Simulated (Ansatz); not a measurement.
Input file for Ansatz (a first-principles code): R-wB97M-V/def2-TZVPPD on CH3Br (SMILES CBr) with ghost functions, monomers drawn apart or pushed together. Files ending in .json are basis or fitting sets from the Basis Set Exchange.

Ansatz 0.2 input:
```yaml
crystal:
  periodic: [false, false, false]
  atoms:
    - {symbol: C, position_ang: [-0.92853765, 1.36507232, 6.65362798]}
    - {symbol: Br, position_ang: [-0.01960779, -0.34685483, 6.92503116]}
    - {symbol: H, position_ang: [-0.25254490, 2.00969929, 6.10333734]}
    - {symbol: H, position_ang: [-1.15702867, 1.77378656, 7.63149243]}
    - {symbol: H, position_ang: [-1.83104635, 1.16879497, 6.08590413]}
basis:
  gaussian:
    orbitals: def2-TZVPPD.json
    ghost_atoms:
      - {symbol: Si, position_ang: [-0.04432004, -0.30236445, 0.09889973]}
      - {symbol: H, position_ang: [0.63094637, -1.58136618, 0.40109722]}
      - {symbol: H, position_ang: [-1.41016514, -0.30164949, 0.66879936]}
      - {symbol: H, position_ang: [-0.13677425, -0.12743474, -1.37007421]}
      - {symbol: H, position_ang: [0.72520626, 0.82593718, 0.66896563]}
hamiltonian:
  xc: {name: wB97M-V}
scf: {lower_state_search: off}
```

Question: Predict the final total energy.

Answer: -2613.9088 hartree.

Question: How many basis functions does it have, and what does it roughly cost on one machine?

Answer: 261 functions; about 10 core-seconds (a rough figure).
